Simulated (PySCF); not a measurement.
PySCF input for C3H7ClOSi, SMILES C=C(Cl)[Si@@H](C)O, TDA-LC-ωPBE/def2-SVPD. Coordinates come from a TPSSh-D3(BJ)/def2-SVP optimisation. The structure was generated by enumeration; whether it is a known compound was not checked. One conformer was computed; it need not be the lowest.

```python
import numpy as np
from pyscf import gto, scf, dft, tdscf

mol = gto.M(
    atom='''
    C     1.64660478   -0.13982171    1.26322950
    C     0.87592774   -0.07002465    0.17126387
    Cl    1.48608310   -0.63907372   -1.38886286
    Si   -0.89857039    0.56527439    0.08270423
    C    -2.05065403   -0.84388042   -0.32361336
    O    -1.33407057    1.16957490    1.58469301
    H     1.23805995    0.20886643    2.21633772
    H     2.66585058   -0.53576187    1.25037416
    H    -0.93359571    1.63208216   -0.95662776
    H    -3.08048116   -0.48728349   -0.48282665
    H    -1.71115042   -1.35570276   -1.23817864
    H    -2.05811451   -1.57653204    0.49914755
    H    -0.96270240    2.03050509    1.82175888
    ''',
    basis='def2-SVPD',
    charge=0,
    spin=0,
    max_memory=1600,
    verbose=4,
)
mf = dft.RKS(mol, xc='lc_wpbe').density_fit(auxbasis='def2-universal-jkfit')
mf.grids.level = 3
mf.conv_tol = 1e-9
mf.max_cycle = 100
mf.kernel()
mf.grids = dft.Grids(mol).set(level=1).build(with_non0tab=True)  # coarser grid for the response kernel
td = tdscf.TDA(mf)
td.singlet = True
td.nstates = 10
td.conv_tol = 1e-4
td.positive_eig_threshold = 1e-6
td.kernel(x0=td.get_init_guess(mf, 15))
td.analyze()
tt = tdscf.TDA(mf)
tt.singlet = False
tt.nstates = 4
tt.conv_tol = 1e-4
tt.positive_eig_threshold = 1e-6
tt.kernel(x0=tt.get_init_guess(mf, 9))
tt.analyze(verbose=3)
```

Program output:

```
PySCF version 2.14.0

[INPUT] verbose = 4
[INPUT] num. atoms = 13
[INPUT] num. electrons = 64
[INPUT] charge = 0
[INPUT] spin (= nelec alpha-beta = 2S) = 0
[INPUT] symmetry False subgroup None
[INPUT] Mole.unit = angstrom
[INPUT] Symbol           X                Y                Z      unit          X                Y                Z       unit  Magmom
[INPUT]  1 C      1.646604780000  -0.139821710000   1.263229500000 AA    3.111632069600  -0.264224738168   2.387157787471 Bohr   0.0
[INPUT]  2 C      0.875927740000  -0.070024650000   0.171263870000 AA    1.655263533509  -0.132327410469   0.323641809333 Bohr   0.0
[INPUT]  3 Cl     1.486083100000  -0.639073720000  -1.388862860000 AA    2.808290057345  -1.207674304207  -2.624570429980 Bohr   0.0
[INPUT]  4 Si    -0.898570390000   0.565274390000   0.082704230000 AA   -1.698051940744   1.068213782331   0.156288344043 Bohr   0.0
[INPUT]  5 C     -2.050654030000  -0.843880420000  -0.323613360000 AA   -3.875174492936  -1.594702875683  -0.611540620650 Bohr   0.0
[INPUT]  6 O     -1.334070570000   1.169574900000   1.584693010000 AA   -2.521028008142   2.210176243166   2.994635780413 Bohr   0.0
[INPUT]  7 H      1.238059950000   0.208866430000   2.216337720000 AA    2.339594231293   0.394700349316   4.188271290343 Bohr   0.0
[INPUT]  8 H      2.665850580000  -0.535761870000   1.250374160000 AA    5.037727485213  -1.012443202285   2.362864715633 Bohr   0.0
[INPUT]  9 H     -0.933595710000   1.632082160000  -0.956627760000 AA   -1.764240202969   3.084188295189  -1.807764469556 Bohr   0.0
[INPUT] 10 H     -3.080481160000  -0.487283490000  -0.482826650000 AA   -5.821265724282  -0.920832341122  -0.912410134141 Bohr   0.0
[INPUT] 11 H     -1.711150420000  -1.355702760000  -1.238178640000 AA   -3.233605651734  -2.561906922717  -2.339818522886 Bohr   0.0
[INPUT] 12 H     -2.058114510000  -1.576532040000   0.499147550000 AA   -3.889272756893  -2.979213782202   0.943252165248 Bohr   0.0
[INPUT] 13 H     -0.962702400000   2.030505090000   1.821758880000 AA   -1.819243875461   3.837098514635   3.442625348194 Bohr   0.0

nuclear repulsion = 354.798683853047
number of shells = 82
number of NR pGTOs = 280
number of NR cGTOs = 190
basis = def2-SVPD
ecp = {}


[settings echo left out]
init E= -943.229315881021
  HOMO = -0.297965269168882  LUMO = -0.0352436764835264  gap/eV = 7.14902
cycle= 1 E= -942.680988296253  delta_E= 0.548  |g|= 0.689  |ddm|= 4.55
  HOMO = -0.329907125736617  LUMO = 0.0232238725534959  gap/eV = 9.60918
cycle= 2 E= -942.683797979705  delta_E= -0.00281  |g|= 0.744  |ddm|= 1.65
  HOMO = -0.376952301069658  LUMO = 0.0521430788406256  gap/eV = 11.67628
cycle= 3 E= -942.787070547368  delta_E= -0.103  |g|= 0.0581  |ddm|= 0.739
  HOMO = -0.379629042849298  LUMO = 0.0558405353046711  gap/eV = 11.84973
cycle= 4 E= -942.788060322183  delta_E= -0.00099  |g|= 0.0209  |ddm|= 0.151
  HOMO = -0.379979545515229  LUMO = 0.0546676047348065  gap/eV = 11.82735
cycle= 5 E= -942.788200830653  delta_E= -0.000141  |g|= 0.0061  |ddm|= 0.0577
  HOMO = -0.379333139640906  LUMO = 0.0554941530285689  gap/eV = 11.83225
cycle= 6 E= -942.788214808958  delta_E= -1.4e-05  |g|= 0.00149  |ddm|= 0.0188
  HOMO = -0.379614460842683  LUMO = 0.0552853256577697  gap/eV = 11.83423
cycle= 7 E= -942.788216171352  delta_E= -1.36e-06  |g|= 0.000429  |ddm|= 0.00624
  HOMO = -0.379555154341783  LUMO = 0.0553445253734668  gap/eV = 11.83422
cycle= 8 E= -942.788216317843  delta_E= -1.46e-07  |g|= 0.000195  |ddm|= 0.00182
  HOMO = -0.379565725457685  LUMO = 0.0553404501606636  gap/eV = 11.83440
cycle= 9 E= -942.788216334557  delta_E= -1.67e-08  |g|= 6.12e-05  |ddm|= 0.000696
  HOMO = -0.379573871063796  LUMO = 0.0553343797105548  gap/eV = 11.83446
cycle= 10 E= -942.788216336118  delta_E= -1.56e-09  |g|= 2.68e-05  |ddm|= 0.000191
  HOMO = -0.379572520066144  LUMO = 0.0553363100010982  gap/eV = 11.83447
cycle= 11 E= -942.788216336397  delta_E= -2.79e-10  |g|= 7.21e-06  |ddm|= 7.22e-05
  HOMO = -0.379573138252339  LUMO = 0.055335175266332  gap/eV = 11.83446
Extra cycle  E= -942.788216336421  delta_E= -2.41e-11  |g|= 5.26e-06  |ddm|= 2.57e-05
converged SCF energy = -942.788216336421
tot grids = 50752
Overwritten attributes  positive_eig_threshold  of <class 'pyscf.tdscf.rks.TDA'>


******** <class 'pyscf.tdscf.rks.TDA'> for <class 'pyscf.df.df_jk.DFRKS'> ********
nstates = 10 singlet
deg_eia_thresh = 1.000e-03
wfnsym = None
conv_tol = 0.0001
eigh lindep = 1e-12
eigh level_shift = 0
eigh max_cycle = 100


Excitation energies (eV)
[6.78939438 6.92879804 7.07149973 7.76624282 7.91064389 8.03475732
 8.13072707 8.50262798 8.63490612 8.75351414]

** Singlet excitation energies and oscillator strengths **
Excited State   1:      6.78939 eV    182.61 nm  f=0.0027
      28 -> 33       -0.11707
      31 -> 33       -0.66346
      31 -> 34        0.11744
Excited State   2:      6.92880 eV    178.94 nm  f=0.0003
      32 -> 34       -0.16676
      32 -> 35        0.49426
      32 -> 36       -0.25400
      32 -> 38       -0.14530
      32 -> 40       -0.21195
      32 -> 42       -0.11108
      32 -> 43       -0.17215
Excited State   3:      7.07150 eV    175.33 nm  f=0.3596
      32 -> 33       -0.65930
      32 -> 34        0.10075
Excited State   4:      7.76624 eV    159.65 nm  f=0.0306
      29 -> 35        0.17117
      29 -> 36       -0.11767
      31 -> 34       -0.26271
      31 -> 35        0.45985
      31 -> 36       -0.16952
      31 -> 40       -0.15277
      31 -> 43       -0.14575
Excited State   5:      7.91064 eV    156.73 nm  f=0.0034
      30 -> 34       -0.11210
      31 -> 35        0.10090
      32 -> 34       -0.56342
      32 -> 35       -0.14270
      32 -> 37       -0.16820
      32 -> 41       -0.11672
Excited State   6:      8.03476 eV    154.31 nm  f=0.0033
      24 -> 33       -0.12370
      28 -> 33       -0.30923
      29 -> 33        0.55496
      29 -> 34       -0.11181
      30 -> 33        0.14062
Excited State   7:      8.13073 eV    152.49 nm  f=0.0060
      28 -> 34        0.18571
      29 -> 34        0.22542
      29 -> 35       -0.18213
      30 -> 34        0.21835
      31 -> 34       -0.38059
      31 -> 35       -0.10522
      31 -> 36        0.15955
      31 -> 37        0.10127
      32 -> 34       -0.15199
      32 -> 37       -0.10580
Excited State   8:      8.50263 eV    145.82 nm  f=0.0059
      30 -> 34       -0.24499
      31 -> 34       -0.14569
      32 -> 35        0.27350
      32 -> 36        0.21306
      32 -> 37        0.32720
      32 -> 38        0.17696
      32 -> 40        0.15379
      32 -> 41       -0.11893
Excited State   9:      8.63491 eV    143.58 nm  f=0.1832
      29 -> 33       -0.11808
      30 -> 33        0.62576
Excited State  10:      8.75351 eV    141.64 nm  f=0.0369
      27 -> 34        0.19439
      30 -> 34       -0.40794
      30 -> 35        0.18315
      30 -> 37        0.10774
      31 -> 34       -0.17804
      32 -> 34        0.12010
      32 -> 35       -0.16676
      32 -> 36       -0.17923
      32 -> 37       -0.11978
      32 -> 38       -0.12180
      32 -> 40       -0.12229

** Transition electric dipole moments (AU) **
state          X           Y           Z        Dip. S.      Osc.
  1         0.0086      0.1176     -0.0457      0.0160      0.0027
  2        -0.0152      0.0344     -0.0200      0.0018      0.0003
  3         0.8215      0.0041      1.1837      2.0759      0.3596
  4         0.1516     -0.1426     -0.3427      0.1608      0.0306
  5         0.0181      0.1064     -0.0759      0.0174      0.0034
  6        -0.0183      0.1139     -0.0567      0.0165      0.0033
  7         0.1153      0.0957      0.0873      0.0301      0.0060
  8        -0.1001     -0.0611     -0.1201      0.0282      0.0059
  9        -0.8918      0.0528     -0.2607      0.8660      0.1832
 10         0.0429     -0.3156     -0.2657      0.1720      0.0369

** Transition velocity dipole moments (imaginary part, AU) **
state          X           Y           Z        Dip. S.      Osc.
  1        -0.0087     -0.0199      0.0086      0.0005      0.0015
  2         0.0287      0.0876     -0.0192      0.0089      0.0232
  3         0.1135      0.0060      0.1076      0.0245      0.0629
  4         0.1220     -0.0521     -0.0117      0.0177      0.0414
  5         0.0283      0.0155      0.0032      0.0011      0.0024
  6        -0.0015      0.0147     -0.0030      0.0002      0.0005
  7         0.0145      0.0242      0.0046      0.0008      0.0018
  8        -0.0198     -0.0326     -0.0379      0.0029      0.0062
  9        -0.2090     -0.0063     -0.0431      0.0456      0.0957
 10         0.0167     -0.0815     -0.0749      0.0125      0.0260

** Transition magnetic dipole moments (imaginary part, AU) **
state          X           Y           Z
  1        -0.0232      0.1235      0.8319
  2        -0.0085     -0.0425     -0.3071
  3        -0.0376      0.0744      0.1361
  4        -0.3938     -0.3133      0.2215
  5         0.9545     -0.1858     -0.3292
  6         0.7914     -0.1939      0.1700
  7        -0.3467     -0.7922      0.1725
  8         0.0811      0.0585     -0.1696
  9        -0.0083     -0.0477     -0.6481
 10         1.2030     -0.3296      0.5413


******** <class 'pyscf.tdscf.rks.TDA'> for <class 'pyscf.df.df_jk.DFRKS'> ********
nstates = 4 triplet
deg_eia_thresh = 1.000e-03
wfnsym = None
conv_tol = 0.0001
eigh lindep = 1e-12
eigh level_shift = 0
eigh max_cycle = 100


Excitation energies (eV)
[3.85530631 6.17671625 6.3097697  6.85117235]

** Triplet excitation energies and oscillator strengths **
Excited State   1:      3.85531 eV    321.59 nm  f=0.0000
Excited State   2:      6.17672 eV    200.73 nm  f=0.0000
Excited State   3:      6.30977 eV    196.50 nm  f=0.0000
Excited State   4:      6.85117 eV    180.97 nm  f=0.0000
```

The run converged.
